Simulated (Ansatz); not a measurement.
Harmonic frequencies (cm⁻¹) at PBE0-D4/def2-TZVP from Ansatz: 50, 112, 165, 176, 209, 267, 290, 391, 452, 660, 722, 736.

Problem. Which molecule is it?
A. `[O]=[Nb]([OH])([Cl])[Cl]`
B. `[F][Nb]([F])([F])([Cl])[Cl]`
C. `[O]=[Nb]([OH])([F])[F]`
D. `[F][Nb]([F])([Cl])([Cl])[Cl]`

Solution. B.
